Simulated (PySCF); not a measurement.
Two-component Hartree-Fock for S (sulfur, neutral)

Start: [Ne] 3s2 3p4; 3p1/2 filled at m_j = -1/2, +1/2; 3p3/2 filled at m_j = +1/2, +3/2. Calculated with PySCF 2.14 in x2c-SVPall-2c: generalised Hartree-Fock with the X2C-1e Hamiltonian and a Gaussian nucleus; one run each with spin-orbit coupling (SO) switched off, then screened by Boettger's factors.

```json
{"spinor shell": "1s1/2", "electrons": "2", "ε, spin-free (eV)": "-2509.6", "ε, screened SO (eV)": "-2509.6", "weight of nominal j (screened SO)": "1.000", "rms radius, screened SO (bohr)": "0.112"}
{"spinor shell": "2s1/2", "electrons": "2", "ε, spin-free (eV)": "-245.84", "ε, screened SO (eV)": "-245.83", "weight of nominal j (screened SO)": "1.000", "rms radius, screened SO (bohr)": "0.517"}
{"spinor shell": "2p1/2", "electrons": "2", "ε, spin-free (eV)": "-181.46", "ε, screened SO (eV)": "-182.57", "weight of nominal j (screened SO)": "0.935", "rms radius, screened SO (bohr)": "0.489"}
{"spinor shell": "2p3/2", "electrons": "4", "ε, spin-free (eV)": "-181.46", "ε, screened SO (eV)": "-180.88", "weight of nominal j (screened SO)": "0.967", "rms radius, screened SO (bohr)": "0.492"}
{"spinor shell": "3s1/2", "electrons": "2", "ε, spin-free (eV)": "-23.756", "ε, screened SO (eV)": "-23.751", "weight of nominal j (screened SO)": "1.000", "rms radius, screened SO (bohr)": "1.86"}
{"spinor shell": "3p3/2", "electrons": "2", "ε, spin-free (eV)": "-11.728", "ε, screened SO (eV)": "-12.480", "weight of nominal j (screened SO)": "0.831", "rms radius, screened SO (bohr)": "2.19"}
{"spinor shell": "3p1/2", "electrons": "2", "ε, spin-free (eV)": "-11.728", "ε, screened SO (eV)": "-10.984", "weight of nominal j (screened SO)": "0.678", "rms radius, screened SO (bohr)": "2.21"}
```

| quantity | spin-free | screened SO |
| --- | --- | --- |
| E (hartree) | -398.43254 | -398.43394 |
| M_J | 2 | 2 |
| ⟨J²⟩ | 6.007 | 6.008 |
| ⟨L²⟩ | 2.005 | 2.009 |
| ⟨S²⟩ | 2.002 | 2.000 |

Each row is a mean over spinors that exchange with the open shell spreads, by up to 5.831 eV (3s1/2).

Rows whose weight is well below 1 are mixtures of j = l ± 1/2: exchange outweighs spin-orbit coupling there, and the label is only the starting occupation.

Without spin-orbit coupling the j labels of p, d and f shells carry no meaning; the spin-free column gives the mean over the occupied spinors of each nl shell.
